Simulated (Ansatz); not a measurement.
`C[SiH2][O][ZnH]` + `C=C[Se][GeH3]` → `C=C[Se][SiH2]C` + `[ZnH][O][GeH3]`  (redistribution)

Isolated molecules relaxed with PBE0-D4/def2-TZVP in Ansatz; ΔE leaves out vibrations. CBS: MP2 limit from def2 TZ/QZ plus the TZ coupled-cluster correction, frozen cores. Functionals use def2-TZVPP. B3LYP here is the variant with VWN-RPA as its local correlation; programs differ in this. For Ge, Se, Zn outer-core shells are correlated without core-valence functions, which leaves a few kJ/mol of doubt a bond. Scalar relativity is left out up to krypton. One conformer a species, not always the lowest.

```
             level  ΔE (kJ/mol)  difference from CCSD(T)/CBS
         r2SCAN-D4         75.9                         -1.4
           PBE0-D4         75.2                         -2.1
          B3LYP-D4         79.4                          2.1
           ωB97M-V         79.2                          1.9
            r2SCAN         76.5                         -0.8
SCS-MP2/def2-TZVPP         76.8                         -0.5
   CCSD/def2-TZVPP         80.5                          3.2
CCSD(T)/def2-TZVPP         77.1                         -0.2
SCS-MP2/def2-QZVPP         76.9                         -0.4
      HF/CBS(def2)         92.3                         15.0
       CCSD(T)/CBS         77.3                            0
```

Largest T1 diagnostic among the species: 0.016.

In def2-TZVPP, CCSD(T) changes the Hartree–Fock value by −14.8 kJ/mol (the triples alone add −3.4 kJ/mol) and MP2 by −16.6 kJ/mol. The D4 term adds −3.9 kJ/mol with B3LYP and −2.1 kJ/mol with PBE0; it sums over pairs of atoms, weighted by their polarisabilities, and B3LYP, whose exchange is more repulsive, gets the larger term. From PBE to PBE0 (25 % exact exchange), in def2-TZVPP and without D4, ΔE moves by +4.9 kJ/mol.
